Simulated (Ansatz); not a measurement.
Gas-phase reaction in SMILES: [SiH3]C[SiH3] → [SiH2]C[SiH3] + H atom (the H-Si bond at the site shown breaks; other sites are not compared here)
Each molecule is optimised on its own at B3LYP-D3(BJ)/def2-TZVP (Ansatz, a quantum-chemistry and plane-wave program), one conformer each, not searched for the lowest. Frequencies are from Ansatz.
Geometry of the first species:
SMILES: [SiH3]C[SiH3]
```xyz
11

Si     1.4283     0.7034     0.0268
C      0.2217    -0.7262    -0.1266
Si    -1.5873    -0.2647     0.0686
H      2.8264     0.2399    -0.1468
H      1.1407     1.7279    -1.0056
H      1.3045     1.3351     1.3624
H      0.4742    -1.4799     0.6253
H      0.3593    -1.1975    -1.1045
H     -1.9776     0.7208    -0.9679
H     -1.8194     0.3398     1.4023
H     -2.4578    -1.4581    -0.0652
```

Property: bond dissociation energy (0 K, with B3LYP-D3(BJ) harmonic zero-point energies), in kJ/mol. Valence correlation only, unless marked. UHF or UKS for open shells. Spin-orbit coupling is left out. Non-relativistic. CBS marks a two-point X^-3 extrapolation of the correlation energy; Hartree-Fock from the larger set. [CCSD(T)-MP2]/basis is that difference in the basis named.

```tsv
level	program	bond dissociation energy (kJ/mol)	minus last row
HF/STO-3G	Ansatz	424.5	43.7
HF/6-31G	Ansatz	263.3	-117.5
SVWN5/def2-TZVPD	Ansatz	390.3	9.5
revPBE-D3(BJ)/def2-TZVPD	Ansatz + dftd3	347.7	-33.1
B3LYP/def2-TZVPD	Ansatz	370.5	-10.3
PBE0/def2-TZVPD	Ansatz	356.7	-24.1
BHLYP-D4/def2-TZVPD	Ansatz + dftd4	373.5	-7.3
B2GP-PLYP/def2-TZVPD	Ansatz	369.3	-11.5
RPA@PBE/cc-pV(Q+d)Z	Ansatz	370.5	-10.3
RI-MP2/cc-pV(Q+d)Z	Ansatz	368.5	-12.3
CCSD/STO-3G	Ansatz	464.6	83.8
CCSD/aug-cc-pV(D+d)Z	Ansatz	361.3	-19.5
CCSD(T)/6-31G	Ansatz	304.0	-76.8
CCSD(T)/cc-pV(D+d)Z	Ansatz	360.6	-20.2
RI-MP2/CBS(aug-cc-pV(T+d)Z,aug-cc-pV(Q+d)Z)+[CCSD(T)-MP2]/aug-cc-pV(T+d)Z	Ansatz	380.8	0.0
```
